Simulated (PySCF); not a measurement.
Splitting trees

Numbering as in the mapped SMILES `[CH:1]#[C:2][C:3](=[O:4])/[CH:5]=[CH:6]/[F:7]` (H(Xn): hydrogen on atom n).

Non-relativistic, one conformer, gas phase. NMR shieldings at PBE0/pcSseg-1/GIAO; geometry: GFN2-xTB; B3LYP/pcJ-1 coupling constants (spin–dipole term only in couplings to heteroatoms); PySCF.

Scale: ¹³C (σref 186.93), ¹H (σref 31.72) against TMS (reference shieldings calculated alike).

Spectrometer: 800 MHz for ¹H. First-order analysis; couplings under 1 Hz (under 4 Hz in carbon signals) are ignored, and nearly equal couplings are merged; the smaller ones broaden or split the lines further.

Problem. What pattern does C2 show in the proton-coupled ¹³C spectrum?

Solution. A doublet at δ 87.1: 49.5 Hz to H(C1) (1 × ¹H, 2 bonds away). Lines in Hz from the centre (relative intensity): +24.8 (1), -24.8 (1). The outer lines are 49.5 Hz apart, the sum of the couplings kept, or 0.246 ppm at this field.

Problem. What pattern does H(C5) show (¹H)?

Solution. A doublet of doublets at δ 6.44: 13.6 Hz to F7 (1 × ¹⁹F, 3 bonds away), 12.2 Hz to H(C6) (1 × ¹H, 3 bonds away). Lines in Hz from the centre (relative intensity): +12.9 (1), +0.7 (1), -0.7 (1), -12.9 (1). The outer lines are 25.8 Hz apart, the sum of the couplings kept, or 0.032 ppm at this field.

Problem. What pattern does C5 show in the proton-coupled ¹³C spectrum?

Solution. A doublet of doublets of doublets at δ 120.9: 170.0 Hz to H(C5) (1 × ¹H, 1 bond away), 11.3 Hz to H(C6) (1 × ¹H, 2 bonds away), 5.9 Hz to F7 (1 × ¹⁹F, 2 bonds away). Lines in Hz from the centre (relative intensity): +93.6 (1), +87.7 (1), +82.3 (1), +76.4 (1), -76.4 (1), -82.3 (1), -87.7 (1), -93.6 (1). The outer lines are 187.2 Hz apart, the sum of the couplings kept, or 0.931 ppm at this field.

Problem. What pattern does H(C6) show (¹H)?

Solution. A doublet of doublets at δ 8.03: 84.7 Hz to F7 (1 × ¹⁹F, 2 bonds away), 12.2 Hz to H(C5) (1 × ¹H, 3 bonds away). Lines in Hz from the centre (relative intensity): +48.5 (1), +36.2 (1), -36.2 (1), -48.5 (1). The outer lines are 96.9 Hz apart, the sum of the couplings kept, or 0.121 ppm at this field.

Unscaled 3J(H,H) at this level run about 10 % above measured values.
